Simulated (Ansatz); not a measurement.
Reactions of BClFH4NSn, SMILES `N[BH][SnH]([F])[Cl]`.

Isolated molecules relaxed with PBE0-D4/def2-TZVP in Ansatz; ΔE leaves out vibrations. CCSD(T)/CBS is the MP2 limit (def2-TZVPP, def2-QZVPP) plus CCSD(T) − MP2 in def2-TZVPP, frozen cores. This one scheme is used for every species. Functionals use def2-TZVPP. def2 core potentials past Kr. For Br, Ge, Se, Sn outer-core shells are correlated without core-valence functions, which leaves a few kJ/mol of doubt a bond. Scalar relativity is left out up to krypton. One conformer a species, not always the lowest.

```
                                                                                  reaction  B2PLYP (kJ/mol)  MP2/CBS(def2) (kJ/mol)  r2SCAN-D4 (kJ/mol)  PBE-D4 (kJ/mol)  CCSD(T)/CBS(def2) (kJ/mol)
`N[BH][SnH]([F])[Cl]` + `[CH3][AlH][O][SiH3]` → `[CH3][AlH][O]BN` + `[F][SnH]([SiH3])[Cl]`              -22                     -15                 -27              -33                         -18
                          `N[BH][SnH]([F])[Cl]` + `ClCBr` → `NBCBr` + `[F][SnH]([Cl])[Cl]`             -152                    -155                -155             -140                        -154
             `N[BH][SnH]([F])[Cl]` + `C[NH][SnH3]` → `N[BH][SnH3]` + `C[NH][SnH]([F])[Cl]`                8                       6                   8                9                           6
                `N[BH][SnH]([F])[Cl]` + `[SiH3][SeH]` → `[F][SnH]([SiH3])[Cl]` + `NB[SeH]`              -14                     -11                 -16              -17                         -12
          `N[BH][SnH]([F])[Cl]` + `CC[Se][SiH3]` → `NB[Se][SiH3]` + `C[CH2][SnH]([F])[Cl]`              -72                     -82                 -76              -70                         -77
                                 `N[BH][SnH]([F])[Cl]` + HCl → `[F][SnH]([Cl])[Cl]` + `BN`              -65                     -64                 -63              -53                         -61
                  `N[BH][SnH]([F])[Cl]` + `C[SiH2]Cl` → `[F][SnH]([Cl])[Cl]` + `C[SiH2]BN`               62                      69                  59               56                          61
        `N[BH][SnH]([F])[Cl]` + `[SiH3][SiH2]Br` → `[F][SnH]([Cl])[Br]` + `NB[SiH2][SiH3]`               26                      33                  22               21                          26
   `N[BH][SnH]([F])[Cl]` + `[CH3][AlH][GeH3]` → `[F][SnH]([Cl])[GeH3]` + `[CH3][AlH][BH]N`               35                      38                  39               36                          37
                      `N[BH][SnH]([F])[Cl]` + `ClC1BC1` → `NBC1BC1` + `[F][SnH]([Cl])[Cl]`             -159                    -164                -162             -147                        -159
```

Largest T1 diagnostic: 0.014, for `NB[SiH2][SiH3]`.
